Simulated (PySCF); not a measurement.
These are PBE-D3(BJ)/def2-TZVP // TPSS-D3(BJ)/def2-SVP in PySCF values and carry that method's errors. Isolated molecules, 0 K electronic values unless said otherwise. 

Reference species: [Pt(F)3] (neutral, multiplicity 2).

```
Property                                                       Result
------------------------------------------------------------  -------
dipole moment                                                  2.49 D
coordination number                                                 3
mean distance from the central atom to its bonded neighbours  1.886 Å
spin population on the central atom (Mulliken)                   0.64
```

Changed species: [Pd(F)3] (M = Pd, multiplicity 2; the reference has M = Pt, multiplicity 2).

Task: Predict the effect on the dipole moment, coordination number, mean distance from the central atom to its bonded neighbours and spin population on the central atom (Mulliken).

Result: the dipole moment decreases by 0.29 D, to 2.20 D; the coordination number hardly moves; the mean distance from the central atom to its bonded neighbours decreases by 0.016 Å, to 1.870 Å; the spin population on the central atom (Mulliken) falls by 0.09, to 0.55.
